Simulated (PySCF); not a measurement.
## How methods differ on the excitation energy of Ag²⁺

Ag²⁺ [Kr] 4d9 (2D) → Ag²⁺ [Kr] 4d8 5s1 (4F), as a difference of total energies. All numbers are calculated (PySCF 2.14, the spin-free X2C one-electron Hamiltonian (Gaussian nucleus), in ANO-RCC-VTZP (7s6p4d2f1g, 68 functions)). Correlated levels: valence: [Kr] frozen; valence and next inner shell: [Ar] 3d10 frozen. The calculations carry no spin-orbit coupling.

```json
{"method": "UHF", "excitation energy (eV)": "7.629"}
{"method": "LDA", "excitation energy (eV)": "8.146"}
{"method": "PBE", "excitation energy (eV)": "8.006"}
{"method": "PBE0", "excitation energy (eV)": "8.133"}
{"method": "r2SCAN", "excitation energy (eV)": "7.909"}
{"method": "MN15", "excitation energy (eV)": "8.621"}
{"method": "wB97X", "excitation energy (eV)": "8.688"}
{"method": "BLYP", "excitation energy (eV)": "7.855"}
{"method": "MP2 (valence)", "excitation energy (eV)": "8.342"}
{"method": "SCS-MP2 (valence)", "excitation energy (eV)": "8.455"}
{"method": "MP2 (valence and next inner shell)", "excitation energy (eV)": "8.225"}
{"method": "SCS-MP2 (valence and next inner shell)", "excitation energy (eV)": "8.256"}
```

Problem. How much does correlation contribute at MP2 (valence and next inner shell)?

Solution. 8.225 − (7.629) = 0.596 eV, measured against UHF.

A first-order spin-orbit estimate (lowest level to lowest level, LS coupling) adds -0.136 eV.

The basis was made for the ground configuration and has no added diffuse functions, so the excitation energy can come out too high.
